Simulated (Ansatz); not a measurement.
The inner images of a band of BrH + H4O3Si (10 atoms, charge 0, multiplicity 1) are given out of order.

These are results of RKS LDA/def2-SVP (Ansatz 0.2.0), not measurements.

First end point:

```xyz
10
Properties=species:S:1:pos:R:3
Si -0.244 0.383 -0.301
H 0.932 0.945 0.477
O -0.049 -1.235 -0.511
O -1.513 0.864 0.619
O -0.378 1.028 -1.808
H 1.495 -0.116 1.430
Br 1.801 -1.374 2.134
H 0.363 -1.718 0.243
H -2.401 0.754 0.232
H -0.005 0.469 -2.515
```

Last end point:

```xyz
10
Properties=species:S:1:pos:R:3
Si -0.531 -0.412 0.113
H 1.974 1.599 0.255
O -0.645 -1.698 -0.905
O -1.944 0.119 0.748
O 0.111 0.821 -0.768
H 2.691 1.831 0.474
Br 0.701 -1.008 1.840
H -0.680 -2.578 -0.488
H -2.413 0.774 0.197
H 0.737 0.553 -1.467
```

Q: Put them in order from the first end to the last, with their energies above the first end.
A.
```xyz
10
Properties=species:S:1:pos:R:3
Si -0.417 -0.281 0.078
H 1.705 1.419 0.165
O -0.340 -1.657 -0.823
O -1.791 0.268 0.781
O -0.072 0.914 -1.013
H 1.955 1.044 0.806
Br 0.741 -0.936 1.881
H 0.084 -2.368 -0.301
H -2.159 1.021 0.278
H 0.295 0.577 -1.854
```
B.
```xyz
10
Properties=species:S:1:pos:R:3
Si -0.516 -0.361 0.085
H 1.828 1.493 0.203
O -0.568 -1.711 -0.852
O -1.939 0.154 0.707
O 0.024 0.871 -0.872
H 2.419 1.427 0.714
Br 0.749 -0.903 1.816
H -0.222 -2.505 -0.402
H -2.278 0.958 0.269
H 0.504 0.577 -1.669
```
C.
```xyz
10
Properties=species:S:1:pos:R:3
Si -0.160 0.244 -0.315
H 1.113 0.876 0.244
O 0.117 -1.338 -0.654
O -1.338 0.578 0.774
O -0.544 0.998 -1.720
H 1.324 0.032 1.362
Br 1.283 -1.100 2.333
H 0.444 -1.874 0.103
H -2.155 0.933 0.378
H -0.084 0.652 -2.505
```
D.
```xyz
10
Properties=species:S:1:pos:R:3
Si -0.270 -0.169 0.065
H 1.451 1.228 0.157
O -0.034 -1.559 -0.791
O -1.586 0.400 0.863
O -0.225 0.939 -1.185
H 1.570 0.780 0.803
Br 0.721 -1.021 1.989
H 0.329 -2.225 -0.169
H -2.062 1.045 0.301
H 0.106 0.582 -2.034
```
E.
```xyz
10
Properties=species:S:1:pos:R:3
Si -0.174 0.016 -0.076
H 1.235 0.967 0.198
O 0.157 -1.449 -0.729
O -1.419 0.486 0.873
O -0.396 0.967 -1.415
H 1.298 0.397 0.932
Br 0.879 -1.007 2.120
H 0.445 -2.069 -0.019
H -2.013 1.070 0.357
H -0.010 0.620 -2.241
```

A: C (+0.10 eV), E (+0.82 eV), D (+0.30 eV), A (-0.24 eV), B (-0.53 eV).

Run time: 68 s on 2 threads of Intel(R) Xeon(R) Platinum 8488C (Sapphire Rapids), on a shared host, peak memory 0.18 GiB.
